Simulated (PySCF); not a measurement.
**PBE0 on Mg²⁺ (magnesium, charge +2)**

Configuration: [Ne], closed-shell 1S. Calculation: PySCF 2.14, in aug-cc-pV5Z (8s7p5d4f3g2h, 131 functions); the non-relativistic Hamiltonian (point nucleus).

* Total energy: -199.1315 hartree
* One-electron energy: -270.8625 hartree
* Hartree (Coulomb) energy: 87.6688 hartree
* Exchange-correlation energy: -15.9378 hartree
* Kinetic energy: 198.41818 hartree
* ⟨S²⟩: 0.0000
* ⟨L²⟩: 0.000
* Sum of ⟨r⟩: 5.756 bohr
* Sum of ⟨r²⟩: 4.781 bohr²
* Density at the nucleus (Gaussians lack the cusp): 1090 bohr⁻³
* Langevin diamagnetic susceptibility: -3.79 ×10⁻⁶ cm³/mol

```json
{"shell": "1s", "electrons": "2", "mean orbital energy (eV)": "-1298.1", "rms radius, mean of both spins (bohr)": "0.152"}
{"shell": "2s", "electrons": "2", "mean orbital energy (eV)": "-105.81", "rms radius, mean of both spins (bohr)": "0.760"}
{"shell": "2p", "electrons": "6", "mean orbital energy (eV)": "-71.080", "rms radius, mean of both spins (bohr)": "0.772"}
```
